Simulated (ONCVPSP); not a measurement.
**Pseudopotential generation for Ta: ONCV, LDA (Perdew-Wang 92), fully relativistic.**

```
Element                 : tantalum
Generator               : ONCVPSP 4.0.1
Type                    : optimised norm-conserving Vanderbilt (ONCV)
Functional              : LDA (Perdew-Wang 92)
Relativity              : fully relativistic
Frozen core             : [Kr] 4d10 4f14
Valence charge          : 13
Reference configuration : 5s2 5p6 5d3 6s2
Partial waves           : 5s+6s: rc 2.00 bohr, ncon 4, nbas 9, qcut 6 1/bohr, 2 projectors; 5p: rc 2.00 bohr, ncon 4, nbas 7, qcut 8.1 1/bohr, 2 projectors, debl 2.3 Ha; 5d: rc 2.40 bohr, ncon 4, nbas 8, qcut 7.4 1/bohr, 2 projectors, debl 2.8 Ha
Local potential         : polynomial inside 1.85 bohr (lpopt 5, dvloc0 3 Ha)
Core correction         : polynomial model core, fcfact 0.55
```

Open shells are filled in proportion to 2j + 1.

All-electron outer shells of the reference configuration (LDA (PZ), scalar-relativistic, ld1.x):

| shell | level (eV) | outermost node (bohr) | outermost maximum (bohr) |
| --- | --- | --- | --- |
| 5s | -73.19 | 0.54 | 0.98 |
| 5p | -39.56 | 0.58 | 1.13 |
| 4f | -24.93 | – | 0.44 |
| 6s | -5.62 | 1.32 | 2.74 |
| 5d | -3.79 | 0.65 | 1.58 |

What the tests gave:

```json
{
 "Cutoffs needed": "14 Ha and 20 Ha (the cutoffs (Ha) at which the residual kinetic energy of the hardest occupied pseudo-wave falls to 1 and 0.1 mHa per electron)",
 "Ghost test": "no bound ghost flagged; no localised positive-energy state flagged",
 "Largest excitation error": "-35 meV (all-electron minus pseudo) for 5s2 5p6 5d2 6s0, out of 4 test configurations",
 "rms error of d²Exc/dni dnj": "10.41 mHa without and 1.89 mHa with the model core"
}
```

Generation and tests took about 6.9 s on one core of a shared server CPU.
